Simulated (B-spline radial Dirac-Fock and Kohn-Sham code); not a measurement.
**X-ray scattering factor of Bi¹²⁺**

System: the Bi¹²⁺ ion, configuration 1s2 2s2 2p6 3s2 3p6 3d10 4s2 4p6 4d10 4f14 5s2 5p6 5d3.

The run's input, task.json:

```json
{"items": [{
  "Z": 83,
  "q": 12,
  "cfg": [[1, 0, 2], [2, 0, 2], [2, 1, 6], [3, 0, 2], [3, 1, 6], [3, 2, 10], [4, 0, 2], [4, 1, 6], [4, 2, 10], [4, 3, 14], [5, 0, 2], [5, 1, 6], [5, 2, 3]],
  "A": 209,
  "rrms": 5.5211,
  "do": ["scatter"],
  "s": [0.0, 0.05, 0.1, 0.15, 0.2, 0.25, 0.3, 0.35, 0.4, 0.45, 0.5, 0.6, 0.7, 0.8, 0.9, 1.0, 1.1, 1.2, 1.4, 1.6, 1.8, 2.0, 2.5, 3.0, 3.5, 4.0, 5.0, 6.0],
  "pz": [0, 0.1, 0.2, 0.3, 0.4, 0.5, 0.6, 0.8, 1.0, 1.2, 1.4, 1.6, 1.8, 2.0, 2.5, 3.0, 4.0, 5.0, 7.0, 10.0, 15.0, 20.0, 30.0, 40.0, 60.0, 100.0],
  "hv_scatter": [1000, 2000, 8047.8, 10000, 17479.3, 20000, 50000, 200000]
}]}
```

Launch: `python xray_run.py task.json out`

Calculated with a radial atomic solver, using configuration-average Dirac-Fock orbitals. f₀ is the Fourier transform of the spherical electron density, S the Waller-Hartree incoherent function, and s = sin θ/λ. The electron scattering factor follows from the Mott-Bethe formula f_e = 0.023934 Å⁻¹·(Z − f₀)/s².

```tsv
s (Å⁻¹)	f₀	S	f_e (Å)
0	71.000	0.000	–
0.05	70.677	0.288	117.974
0.1	69.729	1.116	31.764
0.15	68.212	2.388	15.730
0.2	66.216	3.971	10.043
0.25	63.846	5.736	7.335
0.3	61.219	7.576	5.792
0.35	58.445	9.422	4.798
0.4	55.622	11.237	4.095
0.45	52.830	13.009	3.566
0.5	50.128	14.734	3.147
0.6	45.134	18.039	2.517
0.7	40.760	21.102	2.063
0.8	36.963	23.871	1.722
0.9	33.644	26.341	1.458
1	30.710	28.563	1.251
1.1	28.101	30.601	1.086
1.2	25.781	32.507	0.951
1.4	21.946	36.029	0.746
1.6	19.087	39.240	0.598
1.8	17.022	42.185	0.487
2	15.515	44.866	0.404
2.5	12.882	50.305	0.269
3	10.667	54.118	0.192
3.5	8.683	56.866	0.145
4	7.130	58.983	0.113
5	5.349	62.092	0.074
6	4.509	64.242	0.052
```

f₀ starts at the number of electrons, 71, and has fallen to half at s ≈ 0.84 Å⁻¹. The sum of ⟨r²⟩ over the electrons is 17.62 bohr². For an ion f_e diverges as s goes to zero, because of the net charge.
